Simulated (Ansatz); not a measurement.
System: CH₆GeN (charge 0, doublet). It need not be the lowest isomer of its formula. SMILES: C[N][GeH3]
Geometry: optimised at B3LYP-D3(BJ)/def2-TZVP (Ansatz, a first-principles code).

Property: atomisation energy (electronic, to ground-state atoms), in kcal/mol. Valence correlation only, unless marked. Open shells are spin-unrestricted. Spin-orbit coupling is left out. Frozen are the shells of the preceding noble gas and the d and f shells that filled before the atom's block. No relativistic terms. The coupled-cluster limit lacks core correlation, which all-electron functionals hold. Basis-set limits of correlation are two-point, X^-3; Hartree-Fock from the larger set.

| level | program | atomisation energy (kcal/mol) |
|---|---|---|
| HF/aug-cc-pVDZ | Ansatz | 459.5 |
| SVWN5/def2-TZVPD | Ansatz | 749.1 |
| B3LYP-D3(BJ)/def2-TZVPD | Ansatz + dftd3 | 661.0 |
| B3LYP-D4/def2-TZVPD | Ansatz + dftd4 | 660.2 |
| PBE0-D4/def2-TZVP | Ansatz + dftd4 | 655.3 |
| r2SCANh/def2-TZVPD | Ansatz | 654.5 |
| CAM-B3LYP-D3(BJ)/def2-TZVPD | Ansatz + dftd3 | 662.6 |

Problem. What does CCSD(T)/CBS(aug-cc-pVTZ,aug-cc-pVQZ) (Ansatz) give?

Solution. 653.6 kcal/mol, so CAM-B3LYP-D3(BJ)/def2-TZVPD differs from it by 9.0 kcal/mol.
